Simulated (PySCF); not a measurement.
In(H)3(OMe2), C2H9InO, singlet (CAM-B3LYP/def2-SVP optimised geometry):

```
13

In     0.148    -2.059     0.000
H      1.883    -2.059     0.000
H     -0.729    -2.264     1.483
H     -0.686    -2.311    -1.505
C     -1.272     0.923     0.319
O     -0.039     0.314     0.000
C      0.781     1.082    -0.856
H     -1.883     1.079    -0.587
H     -1.805     0.255     1.007
H     -1.103     1.894     0.813
H      1.006     2.059    -0.396
H      0.291     1.246    -1.832
H      1.716     0.529    -1.007
```

Computed with CAM-B3LYP/def2-TZVP, def2 effective core potentials past Kr (PySCF 2.14.0).

**Question.** What are the frontier orbital energies and the dipole moment?

**Answer.** HOMO-2 -10.25 eV, HOMO-1 -8.85 eV, HOMO -8.73 eV, LUMO 0.42 eV, LUMO+1 1.77 eV; dipole moment 3.96 D.

On the same geometry PBE/def2-TZVP, def2 effective core potentials past Kr (PySCF) gives HOMO-2 -7.18 eV, HOMO-1 -6.32 eV, HOMO -6.19 eV, LUMO -1.14 eV, LUMO+1 0.21 eV; dipole moment 3.83 D.
